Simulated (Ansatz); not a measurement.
Coupled-cluster run, CH7BNP (`CB(N)P`).

```yaml
crystal:
  periodic: [false, false, false]
  atoms:
    - {symbol: C, position_ang: [-1.093222, 0.922586, -0.128032]}
    - {symbol: B, position_ang: [0.002902, -0.179788, 0.111867]}
    - {symbol: N, position_ang: [0.427127, -0.495920, 1.401394]}
    - {symbol: P, position_ang: [0.670948, -1.204851, -1.389127]}
    - {symbol: H, position_ang: [-1.903535, 0.553239, -0.763722]}
    - {symbol: H, position_ang: [-1.537033, 1.299327, 0.798301]}
    - {symbol: H, position_ang: [-0.659595, 1.776561, -0.659212]}
    - {symbol: H, position_ang: [1.134077, -1.179243, 1.610951]}
    - {symbol: H, position_ang: [0.043310, -0.049757, 2.218369]}
    - {symbol: H, position_ang: [2.007227, -1.393277, -0.948840]}
    - {symbol: H, position_ang: [0.973292, -0.105678, -2.231450]}
basis:
  gaussian: {orbitals: def2-SVP}
correlation: {method: ccsd_t}
```

```sh
$ ansatz run in.yaml --threads 4 --pin off --events-out ev --progress --plain
```

Log, shortened:

```
Functional definition: HF
957 factors; integrals over basis functions are off by at most 1.2e-3 eV
mean field evaluation 1: about -12559.5256 eV, gradient 3.5e1 eV
mean field evaluation 2: about -12559.5980 eV, gradient 3.5e1 eV
mean field evaluation 4: about -12562.8272 eV, gradient 3.3e0 eV
mean field evaluation 8: about -12562.8776 eV, gradient 2.6e-4 eV
mean field -12562.87761183 eV, -461.6772368103 hartree, gradient 4.9e-6 eV, S^2 0.000000; 0 other end points of the search recorded, 0 dependent functions left out
8 core orbitals not correlated: weight in the atoms' cores, before any rotation towards them, 1.000 or more for the frozen orbitals, at most 0.000 for the correlated occupied ones
reference -12562.87761183 eV, -461.6772368103 hartree; 12, 12 occupied and 75, 75 virtual orbitals, 957 factors
second order -14.28126974 eV of doubles, -0.00000000 eV of singles
cycle   1  -15.29501502 eV  change    -1.0e0 eV  update   8.8e-2
cycle   2  -15.72592446 eV  change   -4.3e-1 eV  update   2.7e-2
cycle   3  -15.79793091 eV  change   -7.2e-2 eV  update   1.2e-2
cycle   4  -15.79486575 eV  change    3.1e-3 eV  update   3.8e-3
cycle   5  -15.79423181 eV  change    6.3e-4 eV  update   1.4e-3
cycle   6  -15.79394107 eV  change    2.9e-4 eV  update   4.1e-4
cycle   7  -15.79387260 eV  change    6.8e-5 eV  update   1.3e-4
cycle   8  -15.79389510 eV  change   -2.3e-5 eV  update   4.1e-5
cycle   9  -15.79389253 eV  change    2.6e-6 eV  update   1.2e-5
perturbative correction -0.46588934 eV, -0.0171211175 hartree
Total energy: -12579.13739370 eV, -462.2747727728 hartree
```

Hardware: 4 threads of a server CPU on a shared host. Wall time 1.6 s, peak host memory 0.37 GiB.

MP2 recovers 87.8 % of the CCSD(T) correlation energy and the triples give 2.9 %; T1 = 0.0125.
